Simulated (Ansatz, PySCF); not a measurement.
System: HO3, net charge 0, doublet state. It need not be the lowest isomer of its formula. 
Geometry from a B3LYP-D3(BJ)/def2-TZVP (Ansatz, an electronic-structure program) optimisation:
```xyz
4

O      0.2900     0.1010    -1.1274
O      0.3292     0.0866     0.4185
H      1.2118     0.3656    -1.2899
O     -0.7707    -0.2333     0.8701
```
Charge 0, spin multiplicity 2.

Quantity: atomisation energy (electronic, to ground-state atoms), in eV. Correlated levels leave the core frozen unless marked. Open shells are spin-unrestricted. Spin-orbit coupling is left out. Non-relativistic. The coupled-cluster limit lacks core correlation, which all-electron functionals hold. CBS marks a two-point X^-3 extrapolation of the correlation energy; Hartree-Fock from the larger set. The bracket is a focal-point correction in the basis named.

| level | program | atomisation energy (eV) |
|---|---|---|
| HF/def2-TZVPD | PySCF | 2.35 |
| PBE-D4/def2-TZVPD | Ansatz + dftd4 | 11.75 |
| BLYP-D4/def2-TZVPD | Ansatz + dftd4 | 11.23 |
| revPBE-D3(BJ)/def2-TZVPD | Ansatz + dftd3 | 11.02 |
| BP86/def2-TZVPD | PySCF | 11.75 |
| M06-L-D4/def2-TZVPD | PySCF + dftd4 | 10.05 |
| PBE0-D3(BJ)/def2-TZVPD | Ansatz + dftd3 | 10.05 |
| HSE06-D3(BJ)/def2-TZVPD | Ansatz + dftd3 | 10.09 |
| wB97X/def2-TZVPD | Ansatz | 9.96 |
| SCS-MP2/6-31G* | Ansatz | 7.51 |
| CCSD/6-31G* | Ansatz | 7.87 |
| CCSD(T)/STO-3G | Ansatz | 7.08 |
| CCSD(T)/cc-pVDZ | Ansatz | 8.40 |
| RI-MP2/CBS(aug-cc-pVTZ,aug-cc-pVQZ)+[CCSD(T)-MP2]/aug-cc-pVDZ | Ansatz | 9.96 |
| RI-MP2/CBS(aug-cc-pVTZ,aug-cc-pVQZ)+[CCSD(T)-MP2]/aug-cc-pVTZ | Ansatz | 9.97 |

The UHF reference is spin-contaminated (<S^2> 0.39 over the pure value in the largest basis). The T1 diagnostic of CCSD in the largest basis is 0.058, which is high, so the coupled-cluster rows are less sure than usual.
